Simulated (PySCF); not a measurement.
**Two-component Hartree-Fock for Dy⁴²⁺ (dysprosium, charge +42)**

Start: [Ar] 3d6; 3d3/2 filled at m_j = -3/2, -1/2, +1/2, +3/2; 3d5/2 filled at m_j = +3/2, +5/2. Calculated with PySCF 2.14 in an even-tempered Gaussian basis (16 s from 9.4 bohr⁻², ratio 2.8; 12 p from 12 bohr⁻², ratio 2.8; 8 d from 12 bohr⁻², ratio 2.8; 3 f from 43 bohr⁻², ratio 3): generalised Hartree-Fock with the X2C-1e Hamiltonian and a Gaussian nucleus; one run each with spin-orbit coupling (SO) switched off, then screened by Boettger's factors.

```json
{"spinor shell": "1s1/2", "electrons": "2", "ε, spin-free (eV)": "-56301.4", "ε, screened SO (eV)": "-56287.7", "weight of nominal j (screened SO)": "1.000", "rms radius, screened SO (bohr)": "0.0240"}
{"spinor shell": "2s1/2", "electrons": "2", "ε, spin-free (eV)": "-11306.6", "ε, screened SO (eV)": "-11301.1", "weight of nominal j (screened SO)": "1.000", "rms radius, screened SO (bohr)": "0.0966"}
{"spinor shell": "2p1/2", "electrons": "2", "ε, spin-free (eV)": "-10283.6", "ε, screened SO (eV)": "-10859.5", "weight of nominal j (screened SO)": "1.000", "rms radius, screened SO (bohr)": "0.0826"}
{"spinor shell": "2p3/2", "electrons": "4", "ε, spin-free (eV)": "-10283.6", "ε, screened SO (eV)": "-10035.2", "weight of nominal j (screened SO)": "1.000", "rms radius, screened SO (bohr)": "0.0889"}
{"spinor shell": "3s1/2", "electrons": "2", "ε, spin-free (eV)": "-4037.1", "ε, screened SO (eV)": "-4035.5", "weight of nominal j (screened SO)": "1.000", "rms radius, screened SO (bohr)": "0.241"}
{"spinor shell": "3p1/2", "electrons": "2", "ε, spin-free (eV)": "-3712.9", "ε, screened SO (eV)": "-3857.0", "weight of nominal j (screened SO)": "0.998", "rms radius, screened SO (bohr)": "0.231"}
{"spinor shell": "3p3/2", "electrons": "4", "ε, spin-free (eV)": "-3712.9", "ε, screened SO (eV)": "-3649.7", "weight of nominal j (screened SO)": "0.999", "rms radius, screened SO (bohr)": "0.244"}
{"spinor shell": "3d3/2", "electrons": "4", "ε, spin-free (eV)": "-3359.6", "ε, screened SO (eV)": "-3378.0", "weight of nominal j (screened SO)": "0.971", "rms radius, screened SO (bohr)": "0.212"}
{"spinor shell": "3d5/2", "electrons": "2", "ε, spin-free (eV)": "-3359.6", "ε, screened SO (eV)": "-3336.5", "weight of nominal j (screened SO)": "0.970", "rms radius, screened SO (bohr)": "0.215"}
```

```
   quantity     spin-free   screened SO
E (hartree)  -10815.23378  -10825.70765
        M_J             4             4
       ⟨J²⟩        20.000        20.014
       ⟨L²⟩         6.000        11.689
       ⟨S²⟩         6.000         3.259
```

Each row is a mean over spinors that exchange with the open shell spreads, by up to 37.270 eV (3p3/2).

Breit and QED terms are absent; they matter most for the inner s and p1/2 levels.

Densities and radii are taken from the X2C orbitals without a picture-change correction, which distorts them close to the nucleus.

Without spin-orbit coupling the j labels of p, d and f shells carry no meaning; the spin-free column gives the mean over the occupied spinors of each nl shell.
